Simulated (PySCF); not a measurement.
**How methods differ on the excitation energy of Os**

Os [Xe] 4f14 5d6 6s2 (5D) → Os [Xe] 4f14 5d7 6s1 (5F), as a difference of total energies. All numbers are calculated (PySCF 2.14, scalar relativity by spin-free X2C-1e, in x2c-TZVPPall). Correlated levels: valence: [Xe] 4f14 frozen. The calculations carry no spin-orbit coupling.

```
           method  excitation energy (cm⁻¹)  error (cm⁻¹)
              UHF                    5497.5          -935
    MP2 (valence)                    4738.7         -1694
SCS-MP2 (valence)                    4933.3         -1500
   CCSD (valence)                    5748.4          -685
CCSD(T) (valence)                    5811.1          -622
```

Reference: 6433.0 cm⁻¹ (measured; NIST levels, between the centres of gravity of the two terms).

Errors of the correlated levels include the incompleteness of this basis and the frozen core.
